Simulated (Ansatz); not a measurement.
A structure relaxed at PBE0-D4/def2-TZVP, charge 0, multiplicity 1:

```xyz
14

C    -1.8243   -0.2678    1.3665
B    -0.9152   -0.3953    0.0792
Si    0.8821   -1.1350    0.1206
C     1.7913   -0.2592   -1.2785
Si    0.5974    1.0847   -0.6884
H    -2.4304    0.6439    1.3185
H    -1.2717   -0.2434    2.3088
H    -2.5345   -1.0994    1.4176
H    -1.4407   -0.4377   -1.0080
H     1.7060   -0.9922    1.3654
H     2.8569   -0.0892   -1.1528
H     1.5549   -0.6164   -2.2793
H    -0.2237    1.7111   -1.7461
H     1.2522    2.0959    0.1764
```

Q: Give its formula and SMILES.

A: C2H9BSi2, `CB[SiH]1C[SiH2]1`.

Q: Point group (tolerance 0.08 Å, 0.16 Å for H)?

A: C1.

Q: Summarise the bond lengths by kind.

A: 1 × B–C 1.581 Å; 5 × C–H 1.086 to 1.096 Å; 1 × B–Si 1.944 Å; 1 × B–H 1.208 Å; 2 × C–Si 1.884 to 1.892 Å; 1 × Si–Si 2.380 Å; 3 × H–Si 1.478 to 1.500 Å.

Program: Ansatz 0.2.0.
